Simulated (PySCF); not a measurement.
Molecular orbitals of HBr

PBE0 at R = 1.422 Å; H cc-pVTZ, Br cc-pVTZ-PP with ECP10; scalar-relativistic core potentials (PySCF 2.14). State: triplet, unpaired electrons σ ↑, π ↑, a second solution, started from another occupation. Only the outer orbitals are listed, counted within each symmetry, core potentials removing the inner ones.

```json
{"spin": "α", "orbital": "4σ", "occ.": "1", "ε (eV)": "-24.99", "on H (%)": "5", "main shells (%)": "94 Br s"}
{"spin": "α", "orbital": "5σ", "occ.": "1", "ε (eV)": "-13.63", "on H (%)": "29", "main shells (%)": "67 Br p, 29 H s"}
{"spin": "α", "orbital": "3π", "occ.": "1", "ε (eV)": "-11.76", "on H (%)": "0", "main shells (%)": "100 Br p"}
{"spin": "α", "orbital": "3π", "occ.": "1", "ε (eV)": "-10.34", "on H (%)": "1", "main shells (%)": "99 Br p"}
{"spin": "α", "orbital": "6σ", "occ.": "1", "ε (eV)": "-2.89", "on H (%)": "78", "main shells (%)": "78 H s, 21 Br p, 8 Br d"}
{"spin": "α", "orbital": "7σ", "occ.": "0", "ε (eV)": "4.10", "on H (%)": "47", "main shells (%)": "48 H s, 26 Br d, 26 Br s"}
{"spin": "α", "orbital": "8σ", "occ.": "0", "ε (eV)": "6.03", "on H (%)": "22", "main shells (%)": "57 Br s, 22 H s, 19 Br p"}
{"spin": "α", "orbital": "4π", "occ.": "0", "ε (eV)": "7.04", "on H (%)": "10", "main shells (%)": "89 Br d, 10 H p"}
{"spin": "β", "orbital": "4σ", "occ.": "1", "ε (eV)": "-23.28", "on H (%)": "6", "main shells (%)": "94 Br s"}
{"spin": "β", "orbital": "5σ", "occ.": "1", "ε (eV)": "-12.20", "on H (%)": "22", "main shells (%)": "73 Br p, 21 H s"}
{"spin": "β", "orbital": "3π", "occ.": "1", "ε (eV)": "-9.74", "on H (%)": "1", "main shells (%)": "99 Br p"}
{"spin": "β", "orbital": "3π", "occ.": "0", "ε (eV)": "-6.85", "on H (%)": "1", "main shells (%)": "99 Br p"}
{"spin": "β", "orbital": "6σ", "occ.": "0", "ε (eV)": "0.99", "on H (%)": "88", "main shells (%)": "91 H s, 14 Br p"}
{"spin": "β", "orbital": "7σ", "occ.": "0", "ε (eV)": "5.02", "on H (%)": "27", "main shells (%)": "41 Br s, 28 H s, 26 Br d"}
```

Task: Which are the highest filled and the lowest empty level, where do they sit, and how wide is the gap?

Result: Highest filled α 6σ at -2.89 eV (in %: 78 H s, 21 Br p, 8 Br d); lowest empty β 3π at -6.85 eV (in %: 99 Br p); the gap at PBE0 is -3.96 eV.

* bond order (Mayer): 0.28
* ⟨S²⟩: 2.004
* charge on H (Mulliken, basis-dependent): -0.41
* charge on H (Löwdin, basis-dependent): -0.57
* dipole moment (positive dipole means H(−)Br(+)): 1.63 D

Spin–orbit coupling is left out. Counting both spins, an empty level lies below a filled one in this solution, because spin and occupation are held.
